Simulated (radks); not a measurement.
The numbers below are computed, except where a source is named.
Valence configurations of the aluminium ion Al+ (all share [Ne]). Code: a radial shooting solver on a logarithmic mesh with Libxc functionals. Model: Dirac Kohn-Sham, LDA (Slater exchange, Perdew-Wang correlation), spin-unpolarised, spherical densities, point nucleus; open shells are shared between the two j in proportion to 2j + 1. Energies are relative to 3s2; eigenvalues in eV.

| valence | E (eV) | e(3p1/2) | e(3p3/2) | e(3s1/2) |
|---|---|---|---|---|
| 3s2 | 0.000 | - | - | -14.916 |
| 3s1.5 3p0.5 | 2.896 | -9.526 | -9.500 | -15.327 |
| 3s1 3p1 | 5.819 | -9.860 | -9.833 | -15.716 |
| 3s0.5 3p1.5 | 8.770 | -10.173 | -10.146 | -16.085 |
| 3p2 | 11.748 | -10.469 | -10.442 | - |

NIST lists [Ne] 3s2 as the ground configuration; this level of theory agrees among the configurations tried. The energies are those of spherical spin-averaged densities, not of single terms.
